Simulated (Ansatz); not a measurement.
Frontier orbitals of `F[SiH2]O[SiH2]Cl`.

```xyz
9

F     0.2727    0.2877    2.3925
Si    0.7714    0.9176    1.0175
O    -0.2400    0.4685   -0.1717
Si   -0.8764   -0.7294   -1.0678
Cl    0.4675   -2.2679   -1.2334
H     2.1321    0.4049    0.7584
H     0.7075    2.3865    1.1401
H    -2.0893   -1.2590   -0.4131
H    -1.1455   -0.2089   -2.4223
```

Total charge 0; spin multiplicity 1. All single points use the PBE0-D4/def2-TZVP geometry. It is one conformer, not always the lowest. Basis def2-TZVPP, Ansatz.

Orbital energies of one run (eV). Highest occupied ones, from the top: -7.53, -7.80, -8.06, -8.44, -9.00, -9.81, -9.96, -10.14, -11.00, -11.13, -11.55, -12.89, -15.01, -20.55. Empty: -0.57, -0.29, -0.18, 0.48, 0.67, 1.33.

Question: Which functional gave them?
A. PBE0
B. BLYP
C. r2SCAN0
D. BHLYP

Answer: B. HOMO energies: BLYP -7.53, r2SCAN0 -9.27, PBE0 -9.04, BHLYP -10.33 eV.
